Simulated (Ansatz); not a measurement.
The same path of BCl2H3O + FH (9 atoms, charge 0, multiplicity 1) was run 3 times with different band settings. Lost on the way: B1–H2, H5–O6, H7–F8. Made: H2–H7, H5–F8.

Method: RKS B3LYP/def2-SVP in Ansatz 0.2.0.

Relaxed end points:

```xyz
9
Properties=species:S:1:pos:R:3
B 0.004 0.628 -0.653
H 0.022 -0.462 -1.208
Cl 1.085 1.843 -1.450
Cl -1.701 1.209 -0.282
H 0.365 -0.615 1.038
O 0.653 0.304 0.797
H -0.401 -1.754 -0.291
F -0.314 -2.075 0.594
H 0.287 0.922 1.455
```

```xyz
9
Properties=species:S:1:pos:R:3
B 0.166 1.713 -0.349
H -1.611 -2.158 0.104
Cl 1.684 2.574 -0.183
Cl -1.296 2.539 -0.894
H 1.174 -0.965 0.499
O 0.140 0.395 -0.044
H -0.872 -2.204 0.285
F 1.337 -1.856 0.734
H -0.722 -0.039 -0.151
```

Common settings: optimiser quadratic models (default); start path through a guess of the saddle point; force threshold 0.05 eV/Å; iteration limit 60; end points relaxed.

| run | movable images | climbing image | spring |
| --- | --- | --- | --- |
| 1 | 7 | yes | 5.0 eV/Å² |
| 2 | 7 | yes | 50.0 eV/Å² |
| 3 | 6 | no | 5.0 eV/Å² |

**Question.** What does each run give, and how far can it be trusted?

**Answer.** Run 1: converged after 25 iterations, highest image 0.618 eV above the first end. A vibrational analysis at the climbing image gives one clearly imaginary mode, 1259i cm⁻¹: a first-order saddle point.
Run 2: converged after 28 iterations, highest image 0.617 eV above the first end. Another band between the same ends (7 images) ends at a top of the same energy, where a vibrational analysis finds 1 clearly imaginary mode.
Run 3: not converged after 60 iterations, highest image 0.063 eV above the first end. The band didn't meet its force threshold, so its energies are provisional: the largest band force was still 0.13 eV/Å, and over the last iterations the top stayed at 0.07 eV. Neighbouring images lie up to 1.6 Å apart, so the band is torn or far too coarse.
The orbitals stay closed-shell, which can raise the energy where a bond breaks towards radicals; this wasn't checked here.
